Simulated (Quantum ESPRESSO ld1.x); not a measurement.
Values are calculated unless marked as measured or tabulated.
The potassium ion K+, 18 electrons, occupied as [Ar] (the NIST ground configuration). Code: ld1.x of Quantum ESPRESSO 7.5. Model: scalar-relativistic Kohn-Sham, PBEsol, spin-unpolarised, spherical densities, point nucleus.

Radial electron density D(r) = 4 pi r^2 rho(r):

| r (bohr) | D(r) (e/bohr) |
|---|---|
| 0.01097 | 4.680 |
| 0.01511 | 7.541 |
| 0.02064 | 11.35 |
| 0.02843 | 15.96 |
| 0.03883 | 20.09 |
| 0.05348 | 22.19 |
| 0.07306 | 20.90 |
| 0.1006 | 17.39 |
| 0.1375 | 15.88 |
| 0.1893 | 19.09 |
| 0.2607 | 22.78 |
| 0.3561 | 19.60 |
| 0.4904 | 10.60 |
| 0.67 | 5.413 |
| 0.9227 | 6.227 |
| 1.261 | 6.432 |
| 1.736 | 3.617 |
| 2.372 | 1.085 |
| 3.266 | 0.1516 |
| 4.498 | 0.008398 |
| 6.145 | 0.0001465 |

D(r) has 3 maxima, at r = 0.0557, 0.271, 1.11 bohr, and minima at 0.131, 0.720 bohr, inside which lie 2.16, 10.34 electrons.
